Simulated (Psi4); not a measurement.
Interaction energy of Cl2 ··· Cl2 (SMILES ClCl and ClCl), singlet. Monomers: optimised at B3LYP-D3(BJ) (def2-TZVP), held rigid. Orientation: lowest of the rigid-body minima from ten starts at GFN2-xTB (searched outside a hard wall at short contacts). R is the distance of the centres of mass, along which the second monomer moves. The shortest distances reach bonding range, where SAPT0 and rigid monomers are unreliable.

Levels: PBE/def2-TZVP, counterpoise-corrected (Psi4); PBE-D3(BJ)/def2-TZVP, counterpoise-corrected (Psi4); PBE0-D3(BJ)/def2-TZVP, counterpoise-corrected (Psi4); wB97M-V/def2-TZVP, counterpoise-corrected (Psi4).

Interaction energies in kcal/mol; the last columns give the difference from wB97M-V:

```json
[
 {"R / Å": "3.74", "PBE/def2-TZVP": "8.60", "PBE-D3(BJ)/def2-TZVP": "7.29", "PBE0-D3(BJ)/def2-TZVP": "10.65", "wB97M-V/def2-TZVP": "14.97", "PBE/def2-TZVP − wB97M-V/def2-TZVP": "-6.37", "PBE-D3(BJ)/def2-TZVP − wB97M-V/def2-TZVP": "-7.68", "PBE0-D3(BJ)/def2-TZVP − wB97M-V/def2-TZVP": "-4.32"},
 {"R / Å": "3.94", "PBE/def2-TZVP": "3.10", "PBE-D3(BJ)/def2-TZVP": "1.91", "PBE0-D3(BJ)/def2-TZVP": "4.07", "wB97M-V/def2-TZVP": "6.57", "PBE/def2-TZVP − wB97M-V/def2-TZVP": "-3.47", "PBE-D3(BJ)/def2-TZVP − wB97M-V/def2-TZVP": "-4.67", "PBE0-D3(BJ)/def2-TZVP − wB97M-V/def2-TZVP": "-2.50"},
 {"R / Å": "4.13", "PBE/def2-TZVP": "0.64", "PBE-D3(BJ)/def2-TZVP": "-0.44", "PBE0-D3(BJ)/def2-TZVP": "1.00", "wB97M-V/def2-TZVP": "2.41", "PBE/def2-TZVP − wB97M-V/def2-TZVP": "-1.77", "PBE-D3(BJ)/def2-TZVP − wB97M-V/def2-TZVP": "-2.84", "PBE0-D3(BJ)/def2-TZVP − wB97M-V/def2-TZVP": "-1.41"},
 {"R / Å": "4.34", "PBE/def2-TZVP": "-0.47", "PBE-D3(BJ)/def2-TZVP": "-1.43", "PBE0-D3(BJ)/def2-TZVP": "-0.50", "wB97M-V/def2-TZVP": "0.23", "PBE/def2-TZVP − wB97M-V/def2-TZVP": "-0.71", "PBE-D3(BJ)/def2-TZVP − wB97M-V/def2-TZVP": "-1.66", "PBE0-D3(BJ)/def2-TZVP − wB97M-V/def2-TZVP": "-0.74"},
 {"R / Å": "4.56", "PBE/def2-TZVP": "-0.79", "PBE-D3(BJ)/def2-TZVP": "-1.62", "PBE0-D3(BJ)/def2-TZVP": "-1.04", "wB97M-V/def2-TZVP": "-0.63", "PBE/def2-TZVP − wB97M-V/def2-TZVP": "-0.17", "PBE-D3(BJ)/def2-TZVP − wB97M-V/def2-TZVP": "-1.00", "PBE0-D3(BJ)/def2-TZVP − wB97M-V/def2-TZVP": "-0.41"},
 {"R / Å": "4.83", "PBE/def2-TZVP": "-0.74", "PBE-D3(BJ)/def2-TZVP": "-1.42", "PBE0-D3(BJ)/def2-TZVP": "-1.09", "wB97M-V/def2-TZVP": "-0.83", "PBE/def2-TZVP − wB97M-V/def2-TZVP": "0.09", "PBE-D3(BJ)/def2-TZVP − wB97M-V/def2-TZVP": "-0.60", "PBE0-D3(BJ)/def2-TZVP − wB97M-V/def2-TZVP": "-0.26"},
 {"R / Å": "5.16", "PBE/def2-TZVP": "-0.52", "PBE-D3(BJ)/def2-TZVP": "-1.03", "PBE0-D3(BJ)/def2-TZVP": "-0.87", "wB97M-V/def2-TZVP": "-0.67", "PBE/def2-TZVP − wB97M-V/def2-TZVP": "0.15", "PBE-D3(BJ)/def2-TZVP − wB97M-V/def2-TZVP": "-0.36", "PBE0-D3(BJ)/def2-TZVP − wB97M-V/def2-TZVP": "-0.20"},
 {"R / Å": "5.62", "PBE/def2-TZVP": "-0.25", "PBE-D3(BJ)/def2-TZVP": "-0.58", "PBE0-D3(BJ)/def2-TZVP": "-0.52", "wB97M-V/def2-TZVP": "-0.39", "PBE/def2-TZVP − wB97M-V/def2-TZVP": "0.14", "PBE-D3(BJ)/def2-TZVP − wB97M-V/def2-TZVP": "-0.19", "PBE0-D3(BJ)/def2-TZVP − wB97M-V/def2-TZVP": "-0.13"},
 {"R / Å": "6.33", "PBE/def2-TZVP": "-0.06", "PBE-D3(BJ)/def2-TZVP": "-0.21", "PBE0-D3(BJ)/def2-TZVP": "-0.20", "wB97M-V/def2-TZVP": "-0.15", "PBE/def2-TZVP − wB97M-V/def2-TZVP": "0.10", "PBE-D3(BJ)/def2-TZVP − wB97M-V/def2-TZVP": "-0.06", "PBE0-D3(BJ)/def2-TZVP − wB97M-V/def2-TZVP": "-0.05"},
 {"R / Å": "7.36", "PBE/def2-TZVP": "0.00", "PBE-D3(BJ)/def2-TZVP": "-0.05", "PBE0-D3(BJ)/def2-TZVP": "-0.06", "wB97M-V/def2-TZVP": "-0.04", "PBE/def2-TZVP − wB97M-V/def2-TZVP": "0.04", "PBE-D3(BJ)/def2-TZVP − wB97M-V/def2-TZVP": "-0.01", "PBE0-D3(BJ)/def2-TZVP − wB97M-V/def2-TZVP": "-0.01"},
 {"R / Å": "8.66", "PBE/def2-TZVP": "0.00", "PBE-D3(BJ)/def2-TZVP": "-0.01", "PBE0-D3(BJ)/def2-TZVP": "-0.02", "wB97M-V/def2-TZVP": "-0.01", "PBE/def2-TZVP − wB97M-V/def2-TZVP": "0.02", "PBE-D3(BJ)/def2-TZVP − wB97M-V/def2-TZVP": "0.00", "PBE0-D3(BJ)/def2-TZVP − wB97M-V/def2-TZVP": "0.00"}
]
```

PBE/def2-TZVP is furthest from wB97M-V/def2-TZVP at 3.74 (-6.37 kcal/mol, below); its mean absolute difference over the points is 1.18 kcal/mol.

PBE-D3(BJ)/def2-TZVP is furthest from wB97M-V/def2-TZVP at 3.74 (-7.68 kcal/mol, below); its mean absolute difference over the points is 1.73 kcal/mol.

PBE0-D3(BJ)/def2-TZVP is furthest from wB97M-V/def2-TZVP at 3.74 (-4.32 kcal/mol, below); its mean absolute difference over the points is 0.91 kcal/mol.
